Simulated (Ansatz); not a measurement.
The first iterations of a band of C2H6BFSn (11 atoms, charge 0, multiplicity 1).

Method: RKS B3LYP/def2-SVP in Ansatz.

| Property | Result |
| --- | --- |
| movable images | 5 |
| climbing image | yes |
| spring | 5.0 eV/Å² |
| optimiser | quadratic models (default) |
| start path | IDPP |
| force threshold | 0.05 eV/Å |
| iteration limit | 60 |
| end points | relaxed |

Image 0:

```xyz
11
Properties=species:S:1:pos:R:3
B -2.053 0.533 0.336
Sn -0.348 -0.203 1.657
C 1.762 -0.006 0.056
C 0.913 -0.077 -0.996
F 0.528 1.010 -1.651
H -3.179 0.376 0.753
H -1.930 1.190 -0.671
H -0.534 -1.902 1.155
H 2.189 -0.926 0.458
H 2.205 0.950 0.345
H 0.512 -1.002 -1.421
```

Image 6:

```xyz
11
Properties=species:S:1:pos:R:3
B -2.054 0.533 0.336
Sn -0.348 -0.200 1.658
C 1.764 -0.007 0.054
C 0.913 -0.077 -0.997
F 0.529 1.011 -1.651
H -1.932 1.185 -0.673
H -3.180 0.379 0.755
H -0.535 -1.901 1.161
H 2.189 -0.927 0.457
H 2.207 0.948 0.343
H 0.512 -1.002 -1.422
```

| iteration | highest image above the first end (eV) | largest band force component (eV/Å) |
| --- | --- | --- |
| 1 | 0.523 | 0.984 |
| 2 | 0.336 | 0.503 |

Does the band converge within its limit, and where does its top end?

The forces met the threshold. It ended after 7 iterations with the highest image 0.282 eV above the first end. A vibrational analysis at the climbing image gives one clearly imaginary mode, 230i cm⁻¹: a first-order saddle point.

Run time: 110 s on 2 threads of Intel(R) Xeon(R) Platinum 8488C (Sapphire Rapids) (shared host), peak memory 0.3 GiB.
